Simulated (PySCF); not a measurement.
Species: C8H11N.
Structure used (GFN2-xTB), in Å, numbered top down from 1:
```xyz
20
C8H11N angstrom
C      3.217    0.469    0.281
C      2.342   -0.253   -0.098
C      1.237   -1.101   -0.524
C      0.183   -0.269   -1.273
C     -0.573    0.608   -0.275
C     -1.578    1.520   -0.970
C     -1.261   -0.312    0.736
C     -0.354   -1.427    1.169
N      0.723   -1.792    0.641
H      4.002    1.092    0.594
H      1.646   -1.880   -1.184
H     -0.516   -0.945   -1.773
H      0.673    0.345   -2.031
H      0.160    1.226    0.256
H     -2.116    2.121   -0.240
H     -2.302    0.932   -1.533
H     -1.070    2.190   -1.660
H     -1.588    0.247    1.616
H     -2.154   -0.762    0.288
H     -0.676   -1.998    2.035
```

Computed at PBE0/pcSseg-1 (PySCF, non-relativistic), with Q(14N) = 0.02044 b: N9, 14N (I = 1): χzz = -5.307 MHz, η = 0.232.

(1) Find the zero-field quadrupole resonance frequencies of 14N at N9.

Results:

(1) From ν± = (3/4)|χ|(1 ± η/3) and ν0 = |χ|η/2: ν+ 4.288 MHz, ν− 3.673 MHz, ν0 0.615 MHz (imine nitrogen).

In a crystal, neighbours and librations shift these lines. Geometry: GFN2-xTB, one conformer, isolated molecule. GFN2-xTB bond lengths can be off by several hundredths of an ångström, more for odd bonds, and the gradients follow them. A larger basis could move these couplings by a tenth or more.
